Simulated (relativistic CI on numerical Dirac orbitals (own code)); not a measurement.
Crystal-field levels of Rh⁴⁺, 4d5

Calculated by Dirac-Coulomb-Breit CI, KLI orbitals optimised for each configuration, a model potential for QED, valence Slater integrals scaled by 0.9, one configuration in a parametric crystal field (own radial code). With so little scaling, terms lie 10 to 35 % too far apart, which can change the order of excited levels.

Field parameters in Wybourne normalisation: D3d B²₀ = −7Dσ, B⁴₀ = −14Dq − 21Dτ, B⁴₃ = −14√(10/7) Dq. The field is a parameter set, without covalency.

S and J are read from ⟨S²⟩ = S(S + 1) and ⟨J²⟩ = J(J + 1) of each level; they are not fictitious spins.

D3d, 10Dq = 37250, Dσ = -1200, Dτ = -370 cm⁻¹, the lowest 10 levels:

```csv
E (cm⁻¹),Degeneracy,Irrep,S,J
0.0,2,Γ4,0.52,4.50
5094,2,Γ4,0.52,4.48
6630,2,Γ5+Γ6,0.52,4.38
20352,2,Γ5+Γ6,1.54,3.66
20427,2,Γ4,1.56,3.59
21375,2,Γ4,1.58,3.76
22005,2,Γ5+Γ6,1.53,3.56
22524,2,Γ4,1.52,3.37
23072,2,Γ4,1.50,3.19
27216,2,Γ4,1.49,3.65
```

Principal g values of the ground doublet: 1.53, 2.57, 2.57.

D3d, 10Dq = 37250, Dσ = 1200, Dτ = -370 cm⁻¹, the lowest 16 levels:

| E (cm⁻¹) | Degeneracy | Irrep | S | J |
| --- | --- | --- | --- | --- |
| 0.0 | 2 | Γ4 | 0.53 | 4.60 |
| 2744 | 2 | Γ4 | 0.52 | 4.37 |
| 2967 | 2 | Γ5+Γ6 | 0.52 | 4.37 |
| 19699 | 2 | Γ5+Γ6 | 1.60 | 3.71 |
| 19742 | 2 | Γ4 | 1.60 | 3.73 |
| 20083 | 2 | Γ4 | 1.60 | 3.66 |
| 20878 | 2 | Γ4 | 1.50 | 3.49 |
| 20936 | 2 | Γ5+Γ6 | 1.50 | 3.41 |
| 21255 | 2 | Γ4 | 1.50 | 3.14 |
| 26910 | 2 | Γ5+Γ6 | 2.04 | 3.25 |
| 26941 | 2 | Γ4 | 2.02 | 3.27 |
| 26960 | 2 | Γ4 | 1.86 | 3.42 |
| 27174 | 2 | Γ4 | 1.65 | 3.44 |
| 27272 | 2 | Γ4 | 2.09 | 3.12 |
| 27386 | 2 | Γ5+Γ6 | 1.93 | 3.21 |
| 27502 | 2 | Γ4 | 1.87 | 3.10 |

Principal g values of the ground doublet: 1.10, 2.78, 2.78.

D3d, 10Dq = 37250, Dσ = 980, Dτ = -370 cm⁻¹, the lowest 16 levels:

| E (cm⁻¹) | Degeneracy | Irrep | S | J |
| --- | --- | --- | --- | --- |
| 0.0 | 2 | Γ4 | 0.53 | 4.60 |
| 2751 | 2 | Γ4 | 0.52 | 4.38 |
| 3191 | 2 | Γ5+Γ6 | 0.52 | 4.38 |
| 19704 | 2 | Γ5+Γ6 | 1.59 | 3.70 |
| 19757 | 2 | Γ4 | 1.60 | 3.71 |
| 20148 | 2 | Γ4 | 1.61 | 3.66 |
| 20921 | 2 | Γ5+Γ6 | 1.50 | 3.44 |
| 21000 | 2 | Γ4 | 1.50 | 3.48 |
| 21301 | 2 | Γ4 | 1.50 | 3.16 |
| 26983 | 2 | Γ5+Γ6 | 2.17 | 3.11 |
| 26991 | 2 | Γ4 | 2.18 | 3.12 |
| 27105 | 2 | Γ4 | 2.06 | 3.19 |
| 27244 | 2 | Γ4 | 1.89 | 3.42 |
| 27316 | 2 | Γ4 | 1.61 | 3.50 |
| 27413 | 2 | Γ5+Γ6 | 1.76 | 3.40 |
| 27567 | 2 | Γ4 | 1.72 | 3.22 |

Principal g values of the ground doublet: 0.70, 2.89, 2.89.

D3d, 10Dq = 37250, Dσ = 760, Dτ = -370 cm⁻¹, the lowest 16 levels:

```tsv
E (cm⁻¹)	Degeneracy	Irrep	S	J
0.0	2	Γ4	0.52	4.59
2813	2	Γ4	0.52	4.39
3443	2	Γ5+Γ6	0.52	4.38
19715	2	Γ5+Γ6	1.59	3.68
19774	2	Γ4	1.60	3.69
20228	2	Γ4	1.61	3.68
20945	2	Γ5+Γ6	1.51	3.46
21124	2	Γ4	1.50	3.45
21397	2	Γ4	1.50	3.18
27037	2	Γ4	2.23	3.06
27047	2	Γ5+Γ6	2.25	3.00
27188	2	Γ4	2.39	2.72
27315	2	Γ4	1.53	3.81
27477	2	Γ5+Γ6	1.63	3.54
27505	2	Γ4	1.61	3.55
27716	2	Γ4	1.61	3.31
```

Principal g values of the ground doublet: 0.30, 2.95, 2.95.

D3d, 10Dq = 37250, Dσ = 550, Dτ = -370 cm⁻¹, the lowest 16 levels:

| E (cm⁻¹) | Degeneracy | Irrep | S | J |
| --- | --- | --- | --- | --- |
| 0.0 | 2 | Γ4 | 0.52 | 4.59 |
| 2921 | 2 | Γ4 | 0.52 | 4.40 |
| 3711 | 2 | Γ5+Γ6 | 0.52 | 4.38 |
| 19735 | 2 | Γ5+Γ6 | 1.59 | 3.67 |
| 19798 | 2 | Γ4 | 1.60 | 3.67 |
| 20319 | 2 | Γ4 | 1.61 | 3.69 |
| 20998 | 2 | Γ5+Γ6 | 1.51 | 3.48 |
| 21245 | 2 | Γ4 | 1.50 | 3.43 |
| 21527 | 2 | Γ4 | 1.50 | 3.20 |
| 27092 | 2 | Γ4 | 2.25 | 3.03 |
| 27105 | 2 | Γ5+Γ6 | 2.24 | 2.99 |
| 27241 | 2 | Γ4 | 2.36 | 2.76 |
| 27341 | 2 | Γ4 | 1.61 | 3.70 |
| 27495 | 2 | Γ5+Γ6 | 1.64 | 3.50 |
| 27777 | 2 | Γ4 | 1.59 | 3.60 |
| 27925 | 2 | Γ4 | 1.53 | 3.33 |

Principal g values of the ground doublet: 0.05, 2.97, 2.97.

The free-ion ground term has S = 5/2. The field overcomes the spin-pairing energy for D3d, 10Dq = 37250, Dσ = -1200, Dτ = -370 cm⁻¹; D3d, 10Dq = 37250, Dσ = 1200, Dτ = -370 cm⁻¹; D3d, 10Dq = 37250, Dσ = 980, Dτ = -370 cm⁻¹; D3d, 10Dq = 37250, Dσ = 760, Dτ = -370 cm⁻¹; D3d, 10Dq = 37250, Dσ = 550, Dτ = -370 cm⁻¹, where the ground state has lower spin; these fields are assumed values.

Levels of this model without a field, named by their leading LS term: ⁶S5/2 0, ⁴G5/2 26746, ⁴G7/2 27099, ⁴G11/2 27209, ⁴G9/2 27308, ⁴P5/2 29935, ⁴P3/2 30554, ⁴P1/2 31385 cm⁻¹.
